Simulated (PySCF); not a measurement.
C₃H₁₀FNSi (SMILES CN(C)[SiH](C)F), singlet, at a GFN2-xTB geometry. Base run: B3LYP/6-31G, polarisability (PySCF).

Input for PySCF:
```python
from pyscf import gto, scf, dft
from pyscf.prop import polarizability

mol = gto.Mole()
mol.atom = '''
    Si    0.730668    0.397802    0.004103
    C     1.911371   -0.969646    0.553243
    F     0.913474    0.656604   -1.581999
    N    -0.892903   -0.131460    0.157233
    C    -1.957314    0.517892   -0.572681
    C    -1.376754   -0.811240    1.334795
    H     1.077388    1.702330    0.573653
    H     1.597660   -1.945056    0.193135
    H     2.905139   -0.777884    0.161849
    H     1.994525   -1.022170    1.633737
    H    -2.713300   -0.220235   -0.852780
    H    -2.442904    1.296544    0.027074
    H    -1.557554    0.970170   -1.474935
    H    -0.557611   -1.322499    1.831550
    H    -1.835678   -0.112507    2.044678
    H    -2.131786   -1.549175    1.049818
'''
mol.basis = '6-31g'
mol.charge = 0
mol.spin = 0
mol.verbose = 4
mol.build()

mf = dft.RKS(mol)
mf.xc = 'b3lyp'
mf.kernel()
alpha = mf.Polarizability().polarizability()[2, 2]
print('alpha_zz =', alpha)
```

**Question.** The base was run again with changes. Order these runs by alpha_zz (bohr³), lowest first: basis = def2-SVP | functional = pbe | basis = 6-31+G* | functional = camb3lyp | functional = pbe0 | basis = STO-3G.

**Answer.** basis = STO-3G (alpha_zz (bohr³) 28.84), functional = camb3lyp (alpha_zz (bohr³) 51.03), functional = pbe0 (alpha_zz (bohr³) 51.75), functional = pbe (alpha_zz (bohr³) 53.56), basis = def2-SVP (alpha_zz (bohr³) 55.19), basis = 6-31+G* (alpha_zz (bohr³) 60.68)

Finite-field rows take the second difference of the energy in a field along z; a small field with loose convergence shows SCF noise divided by the square of the field, and a large one adds hyperpolarisability.
